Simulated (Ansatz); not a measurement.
Reaction (atomization): `C=CBB(C)F` → 2 B• + 3 C• + F• + 7 H•

Gas-phase electronic energies from Ansatz, PBE0-D4/def2-TZVP geometries. CCSD(T)/CBS adds triple-zeta CCSD(T) − MP2 to the extrapolated MP2 energy (def2 sets, frozen cores). This one scheme is used for every species, atoms too. Functionals use def2-TZVPP. B3LYP here is the variant with VWN-RPA as its local correlation; programs differ in this. No spin–orbit coupling; open shells (•) take unrestricted orbitals. Spin–orbit coupling would lower the free atoms: a little for B, C, F. Each species was taken in one conformer, which may not be the lowest.

(1) What is ΔE at CCSD(T)/CBS? (An estimate is asked.)

(2) What do these levels give: B3LYP-D4, ωB97X-V, B3LYP, HF/def2-TZVPP, SCS-MP2/def2-TZVPP, CCSD/def2-TZVPP, CCSD(T)/def2-TZVPP, HF/def2-QZVPP, MP2/def2-QZVPP, SCS-MP2/def2-QZVPP, HF/CBS(def2), MP2/CBS(def2)? (Estimate.)

Largest T1 diagnostic among the species: 0.014.

Answers

(1) The calculation gave: +5301.0 kJ/mol.

(2) The calculation gave: B3LYP-D4 5345.5, ωB97X-V 5327.0, B3LYP 5311.4, HF/def2-TZVPP 4112.7, SCS-MP2/def2-TZVPP 5250.2, CCSD/def2-TZVPP 5123.8, CCSD(T)/def2-TZVPP 5192.4, HF/def2-QZVPP 4117.0, MP2/def2-QZVPP 5355.5, SCS-MP2/def2-QZVPP 5321.3, HF/CBS(def2) 4117.7, MP2/CBS(def2) 5400.3 kJ/mol.

From PBE to PBE0 (25 % exact exchange), in def2-TZVPP and without D4, ΔE moves by −75.4 kJ/mol: exact exchange takes away binding that semilocal exchange gives to molecules. The D4 term adds +34.1 kJ/mol with B3LYP and +18.1 kJ/mol with PBE0; it sums over pairs of atoms, weighted by their polarisabilities, and B3LYP, whose exchange is more repulsive, gets the larger term. In def2-TZVPP, CCSD(T) changes the Hartree–Fock value by +1079.8 kJ/mol (the triples alone add +68.6 kJ/mol) and MP2 by +1179.1 kJ/mol; breaking electron pairs costs correlation energy, which Hartree–Fock lacks.

For atomizations the MP2-based limit and the directly extrapolated one differ by several kJ/mol either way, and by 10 to 25 for some Ge, Se and Sn compounds, so smaller differences from it don't rank the levels.
